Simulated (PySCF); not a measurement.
# C₆ coefficients of unlike pairs at M06-L

Calculated with PySCF 2.14 from the dipole response of each species, C₆(A,B) = (3/π) ∫ α_A(iu) α_B(iu) du, in atomic units, from isotropic polarisabilities. For ions this is the dispersion term alone; charge-induced terms of lower order in 1/R come first.

```csv
species,configuration,basis,relativity,α (bohr³),C₆ (like pair)
Br⁺,[Ar] 3d10 4s2 4p4 (3P),aug-cc-pwCVDZ-PP with ECP10MDF (6s5p4d1f),core potential,13.02,84.20
Sb,[Kr] 4d10 5s2 5p3 (4S),aug-cc-pwCVTZ-DK3 (10s9p7d4f1g),spin-free X2C,48.22,554.9
F³⁺,[He] 2s2 2p2 (3P),"x2c-QZVPPall with one added diffuse shell each of s, p, d, f type (8s5p4d3f1g)",spin-free X2C,0.9954,0.9062
```

(1) Estimate C₆ for F³⁺ with Sb.

No spin-orbit coupling is included.

The other pairs:

| pair | C₆ |
| --- | --- |
| F³⁺, Br⁺ | 8.243 |
| Sb, Br⁺ | 206.1 |

Answers

(1) The integral gives 18.81. The combination rule 2 C_A C_B / (C_A α_B/α_A + C_B α_A/α_B) gives 18.17 and the geometric mean 22.43.
